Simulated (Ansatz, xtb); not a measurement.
## BFH4InN: which of two structures lies lower

Structure a: a singlet given by its coordinates. Structure b: a singlet given by its coordinates. Both are isolated molecules in the gas phase, relaxed with PBE0-D3(BJ)/def2-SVP.

a (Å):

| atom | x (Å) | y (Å) | z (Å) |
| --- | --- | --- | --- |
| B | -0.8832 | 0.4991 | 0.2820 |
| F | -2.0836 | 0.7438 | -0.3384 |
| In | 1.4068 | -0.0434 | 1.1863 |
| N | -0.7649 | 0.8619 | 1.7710 |
| H | -0.5419 | -0.7385 | 0.2228 |
| H | -1.3933 | 0.3446 | 2.3829 |
| H | -0.8744 | 1.8537 | 1.9740 |
| H | 0.0954 | 1.1146 | -0.2794 |

Close contacts (Å): B1–F2 1.37, B1–In3 2.52, B1–N4 1.54, In3–N4 2.42, B1–H5 1.29, B1–H8 1.29, In3–H5 2.28, In3–H8 2.28, N4–H6 1.02, N4–H7 1.02.

b (Å):

```
atom    x (Å)    y (Å)    z (Å)
   B  -2.9845   0.5323   3.7629
   F  -2.2455  -0.3353   4.4669
  In  -1.9444   0.9591   1.4241
   N  -2.0579   1.9283  -0.3879
   H  -2.4975   1.5556  -1.2258
   H  -1.6098   2.8139  -0.6095
   H  -2.8595   1.7187   4.0097
   H  -3.9870   0.1116   3.2130
```

Close contacts (Å): B1–F2 1.34, B1–In3 2.60, In3–N4 2.06, B1–H7 1.22, B1–H8 1.22, N4–H5 1.02, N4–H6 1.02.

**Question.** Which of the two would you expect CCSD(T)/def2-SVP + ΔMP2/def2-TZVPP electronic energies to favour?

**Answer.** Structure a; the calculation gives E(b) − E(a) = +156.2 kJ/mol.

Level by level:

```tsv
level	geometry	E(b) − E(a) (kJ/mol)	departure from the last row (kJ/mol)	job, with rough time for the two
PBE0-D3(BJ)/def2-SVP	PBE0-D3(BJ)/def2-SVP	+182.1	+25.9	optimisation, 2.8 min
HF/def2-SVP	PBE0-D3(BJ)/def2-SVP	+166.6	+10.4	part of the CCSD(T) run
MP2/def2-SVP	PBE0-D3(BJ)/def2-SVP	+177.1	+20.9	part of the CCSD(T) run
CCSD(T)/def2-SVP	PBE0-D3(BJ)/def2-SVP	+178.4	+22.2	single point
CCSD(T)/def2-SVP + ΔMP2/def2-TZVPP	PBE0-D3(BJ)/def2-SVP	+156.2		single point, 32 s
```

None of the levels shown reverses the order. The largest departure from CCSD(T)/def2-SVP + ΔMP2/def2-TZVPP is that of PBE0-D3(BJ)/def2-SVP, 25.9 kJ/mol. Levels run at GFN2-xTB geometries aren't shown. The last row adds to CCSD(T) the change of the MP2 difference between the two basis sets, here −22.2 kJ/mol, a large step that makes the value less sure.

With harmonic frequencies from PBE0-D3(BJ)/def2-SVP (ideal gas, rigid rotor, one conformer each, 298.15 K, 1 atm): on the last row, ΔE + ΔZPE = +143.0 kJ/mol. A mode under 50 cm⁻¹ makes harmonic enthalpies and free energies unreliable, so none is given.

The correlated steps freeze 7 core orbitals; the filled d shell of In is correlated, in a basis made for valence electrons. Atoms past krypton carry core potentials in the def2 sets and no spin–orbit term is included. Run with Ansatz 0.2.0; the last row on 1 thread of Intel(R) Xeon(R) Platinum 8375C CPU @ 2.90GHz (Ice Lake) on a shared host.
